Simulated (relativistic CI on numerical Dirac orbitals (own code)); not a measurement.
**Spin-allowed bands of a d2 ion in an octahedral site, by hand**

Problem. Take Δ = 24700 cm⁻¹ and B = 460 cm⁻¹ for a d2 ion in an octahedral site. Calculate the three spin-allowed bands.

Working.
1. The terms of highest spin are 3F (energy 0) and 3P (15B = 6900 cm⁻¹). Here the F term splits into A2 at +1.2Δ = 29640, T2 at +0.2Δ = 4940 and T1 at −0.6Δ = -14820 cm⁻¹.
2. The two T1 states mix through the element 0.4Δ: H = [[-14820, 9880], [9880, 6900]], with roots ½(H₁₁ + H₂₂) ∓ ½√[(H₂₂ − H₁₁)² + 4H₁₂²] = ½(-7920) ∓ ½(29364) = -18642 and 10722 cm⁻¹.
3. The ground term is 3T1 at -18642 cm⁻¹.
4. Bands: 3T2 23582 cm⁻¹ (424 nm), 3T1(P) 29364 cm⁻¹ (341 nm), 3A2 48282 cm⁻¹ (207 nm).

Check. Exact diagonalisation of the whole d2 shell with these parameters gives 3T2 23582, 3T1 29364, 3A2 48282 cm⁻¹. The match is exact, since without spin-orbit coupling no other term has this spin. The ratio of the second band to the first, 1.245, depends on Δ/B = 53.7 alone, which is how a Tanabe-Sugano diagram is read.
